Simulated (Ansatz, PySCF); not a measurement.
System: SeBr2, net charge -1, doublet state. 
Structure (B3LYP-D3(BJ)/def2-TZVP (Ansatz, a first-principles code) minimum search):
```
Se
Br 1 2.5979
Br 1 2.5979 2 157.40
```
Charge -1, spin multiplicity 2.

Total electronic energies in hartree. Cores are frozen in the correlated levels unless marked. Open shells are spin-unrestricted. No spin-orbit coupling. The frozen core is the preceding noble-gas configuration, with the filled d and f shells of earlier blocks. Non-relativistic. Basis-set limits of correlation are two-point, X^-3; Hartree-Fock from the larger set. [CCSD(T)-MP2]/basis is that difference in the basis named.

| level | program | energy (Eh) |
|---|---|---|
| HF/6-31G | Ansatz | -7543.68402 |
| RI-HF/aug-cc-pVTZ | Ansatz | -7544.91006 |
| r2SCAN-D4/def2-TZVPD | Ansatz + dftd4 | [?] |
| B3LYP-D3(BJ)/def2-TZVPD | Ansatz + dftd3 | -7550.08394 |
| PBE0/def2-TZVP | Ansatz | [?] |
| PBE0/def2-TZVPD | Ansatz | -7549.10090 |
| M06-2X/def2-TZVPD | PySCF | [?] |
| B2GP-PLYP/def2-TZVPD | Ansatz | -7548.28575 |
| RI-MP2/CBS(aug-cc-pVTZ,aug-cc-pVQZ)+[CCSD(T)-MP2]/aug-cc-pVTZ | Ansatz | -7545.5477 |

**Question.** Complete the blanks.

**Answer.** 
- r2SCAN-D4/def2-TZVPD, energy (Eh): -7549.94257
- PBE0/def2-TZVP, energy (Eh): -7549.09699
- M06-2X/def2-TZVPD, energy (Eh): -7550.07781
